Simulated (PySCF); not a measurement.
**First hyperpolarisability of `CCCCC(Cl)Cl`, C5H10Cl2**

Method: quadratic response CAM-B3LYP/aug-cc-pVDZ first hyperpolarisability, Taylor convention, gas phase in PySCF. Geometry: PBE0-D3(BJ)/def2-SVP.

Input:
```
{"job": {"kind": "beta", "xc": "CAM-B3LYP", "basis": "aug-cc-pVDZ"}, "charge": 0, "multiplicity": 1}
C     -2.870996     0.421976     0.411637
C     -1.622985    -0.164399    -0.227475
C     -0.333438     0.343741     0.403201
C      0.909819    -0.240852    -0.249591
C      2.208461     0.225242     0.370256
Cl     3.591542    -0.633332    -0.355493
Cl     2.420700     1.990070     0.197265
H     -3.786918     0.043338    -0.066250
H     -2.927117     0.171860     1.483269
H     -2.881972     1.520603     0.330082
H     -1.652940    -1.266388    -0.161833
H     -1.612008     0.069813    -1.306435
H     -0.295400     1.443655     0.336202
H     -0.331689     0.103360     1.481970
H      0.898111    -1.341144    -0.173359
H      0.938061     0.000558    -1.324874
H      2.248885     0.021385     1.447822
```
Coordinates are in Å.

Command: `OMP_NUM_THREADS=1 python excited_run.py task.json out`

Task: What does the run print?

Result: DR is the depolarisation ratio; parallel is 3/5 of the vector part along the dipole.
```
coarse grid: 14880 points
cycle   1  E = -1116.8021576471  dE =  7.735e-01  |g| = 4.911e-01  |ddm| = 1.074e+01
cycle   2  E = -1116.7809863633  dE =  2.117e-02  |g| = 6.141e-01  |ddm| = 2.667e+00
cycle   3  E = -1116.8703023653  dE = -8.932e-02  |g| = 4.545e-02  |ddm| = 1.321e+00
cycle   4  E = -1116.8707648272  dE = -4.625e-04  |g| = 2.603e-02  |ddm| = 2.243e-01
cycle   5  E = -1116.8709476544  dE = -1.828e-04  |g| = 3.854e-03  |ddm| = 8.693e-02
cycle   6  E = -1116.8709524895  dE = -4.835e-06  |g| = 1.147e-03  |ddm| = 1.581e-02
final grid: 133256 points
cycle   7  E = -1116.8962762179  dE = -2.435e-05  |g| = 4.333e-03  |ddm| = 1.580e-01
cycle   8  E = -1116.8962765003  dE = -2.824e-07  |g| = 4.293e-03  |ddm| = 2.897e-02
cycle   9  E = -1116.8962812712  dE = -4.771e-06  |g| = 3.844e-04  |ddm| = 1.083e-02
cycle  10  E = -1116.8962813050  dE = -3.384e-08  |g| = 1.990e-04  |ddm| = 1.482e-03
cycle  11  E = -1116.8962813158  dE = -1.073e-08  |g| = 3.226e-05  |ddm| = 6.673e-04
cycle  12  E = -1116.8962813161  dE = -3.383e-10  |g| = 9.272e-06  |ddm| = 1.424e-04
converged SCF energy = -1116.8962813161

Lowest singlets (eV, f): 7.0271 0.0009  7.0826 0.0159  7.3934 0.0012

First hyperpolarisability (au)
process     nm      |vector|   parallel      HRS      DR
static         -       40.25      17.85      20.98   2.957
shg       1907.0       42.13      18.77       21.8   2.996
eope      1907.0       40.87      18.15          -       -
shg       1064.0       46.67      20.98      23.77   3.085
eope      1064.0       42.27      18.84          -       -
```

It took 66 s wall time on 1 thread of an Arm Neoverse V1, shared host, peak memory 1.1 GiB.
